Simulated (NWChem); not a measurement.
System: C2H6FIn; SMILES [F][In]([CH3])[CH3]

NWChem input:

```
start job
memory heap 200 mb stack 900 mb global 1100 mb
geometry units angstroms noautoz
  In     0.000000     0.000000     0.016933
  F      0.000000     0.000000     2.021338
  C     -2.047415    -0.000751    -0.688127
  H     -2.225551    -0.883503    -1.332184
  H     -2.241103     0.916770    -1.276947
  H     -2.718670    -0.032487     0.189909
  C      2.047415     0.000751    -0.688127
  H      2.225551     0.883503    -1.332184
  H      2.241103    -0.916770    -1.276947
  H      2.718670     0.032487     0.189909
end
basis spherical
  * library def2-svp
end
ecp
  In library def2-ecp
end
dft
  xc xpbe96 cpbe96
  iterations 150
  mulliken
end
task dft energy
```

All runs use the structure optimised with PBE-D3(BJ)/def2-SVP. No frequency run checked for a minimum. def2 effective core potentials on In; no spin-orbit coupling.

Task: What results follow from this input? (PBE/def2-SVP with def2 effective core potentials on In.) Quantities: energy (Ha); highest occupied level (eV); orbital gap (eV); dipole (D).

Result: 
```json
{
 "energy (Ha)": "-369.47",
 "highest occupied level (eV)": "-6.26",
 "orbital gap (eV)": "4.63",
 "dipole (D)": "3.38"
}
```
